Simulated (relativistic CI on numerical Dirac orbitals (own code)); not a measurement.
# Radial parameters of Cu XI

Calculated at this level of theory: Dirac-Coulomb-Breit CI, KLI orbitals optimised for each configuration, QED by a radiative potential, unscaled Slater integrals (own radial code, finite nucleus).

Slater integrals F^k, G^k are unscaled and averaged over j, outside the closed core [Ne]; ζ comes from projecting the Hamiltonian with its Breit term on Σ l·s of the shell.

- 3s²3p⁶3d: ζ(3d) = 1591.1 cm⁻¹; <r>(3d) = 0.6266, <r^2>(3d) = 0.4634 (bohr units).
- 3s²3p⁵3d²: ζ(3p) = 17689, F^2(3d,3d) = 158470, F^4(3d,3d) = 101270, F^2(3p,3d) = 150910, G^1(3p,3d) = 176560, G^3(3p,3d) = 112840, ζ(3d) = 1543.3 cm⁻¹; <r>(3p) = 0.6516, <r^2>(3p) = 0.4907, <r>(3d) = 0.6282, <r^2>(3d) = 0.4659 (bohr units).
- 3s3p⁶3d²: F^2(3d,3d) = 158200, F^4(3d,3d) = 101080, G^2(3s,3d) = 135880, ζ(3d) = 1582.9 cm⁻¹; <r>(3s) = 0.6479, <r^2>(3s) = 0.4787, <r>(3d) = 0.6292, <r^2>(3d) = 0.4674 (bohr units).

Give the Racah parameters of the d shell in 3s²3p⁵3d².

B = F²/49 − 5F⁴/441 = 2086 cm⁻¹ and C = 35F⁴/441 = 8037 cm⁻¹.

Averages of the first 10 configurations, taken without configuration mixing, which lowers the lowest level and can move excited configurations by several eV; other configurations of the list can lie among them:

```
Configuration  Parity  States  Average energy above the lowest level (eV)
     3s²3p⁶3d    even      10                                         0.6
    3s²3p⁵3d²     odd     270                                        71.4
     3s3p⁶3d²    even      90                                       124.7
     3s²3p⁶4s    even       2                                        99.2
     3s²3p⁶4p     odd       6                                       115.0
     3s²3p⁶4d    even      10                                       139.0
     3s²3p⁶4f     odd      14                                       158.0
   3s²3p⁵3d4s     odd     120                                       168.1
     3s²3p⁶5s    even       2                                       170.2
     3s²3p⁶5p     odd       6                                       177.3
```
